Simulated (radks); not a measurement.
Results of a calculation; reference values are marked as such.
Q: Ionisation of the rhenium ion Re+, [Xe] 4f14 5d5 6s1, to Re2+, [Xe] 4f14 5d5, under several functionals. Scalar-relativistic Kohn-Sham, spin-polarised, spherical densities, point nucleus; open shells are filled with parallel spins first (spin-orbit coupling, left out, can overturn this in heavy ions); a radial shooting solver on a logarithmic mesh with Libxc functionals. The NIST Atomic Spectra Database gives 16.6 eV (semi-empirical). Rank these functionals by the error of their Delta-SCF ionisation energy: revPBE; exchange-only B88; exchange-only PBE; SOGGA; BP86; RPBE; LDA (Slater exchange, Perdew-Zunger correlation).

A: From best to worst: exchange-only PBE 16.850 eV (+0.250); exchange-only B88 16.870 eV (+0.270); RPBE 17.108 eV (+0.508); revPBE 17.123 eV (+0.523); SOGGA 17.168 eV (+0.568); BP86 17.335 eV (+0.735); LDA (Slater exchange, Perdew-Zunger correlation) 17.477 eV (+0.877). Open shells are spherical and high-spin; term and fine-structure splittings are not resolved. Spin-orbit splitting is averaged out at the scalar-relativistic level.
